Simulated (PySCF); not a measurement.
SMILES O=C([SiH2]CC)C (C4H10OSi) (GFN2-xTB optimised geometry):

```
16

C      2.673    -1.392    -0.040
C      1.154    -1.266     0.016
Si     0.555     0.532     0.000
C     -1.373     0.532     0.000
C     -2.049     1.877     0.000
O     -2.003    -0.501    -0.002
H      3.064    -0.938    -0.947
H      3.132    -0.893     0.810
H      2.976    -2.438    -0.025
H      0.718    -1.803    -0.829
H      0.786    -1.766     0.914
H      0.997     1.278     1.185
H      0.993     1.255    -1.201
H     -3.132     1.776    -0.011
H     -1.737     2.428     0.885
H     -1.720     2.438    -0.872
```

Computed with CAM-B3LYP/def2-TZVP in PySCF 2.14.0.

Question: What are the frontier orbital energies and the dipole moment?

Answer: HOMO-2 -11.01 eV, HOMO-1 -10.05 eV, HOMO -8.09 eV, LUMO 0.26 eV, LUMO+1 1.44 eV; dipole moment 2.12 D.

Meta-Löwdin charges at CAM-B3LYP/def2-TZVP: C1 -0.32, C2 -0.43, Si3 0.60, C4 0.19, C5 -0.38, O6 -0.41, H7 0.11, H8 0.11, H9 0.11, H10 0.12, H11 0.12, H12 -0.11, H13 -0.11, H14 0.13, H15 0.13, H16 0.13.
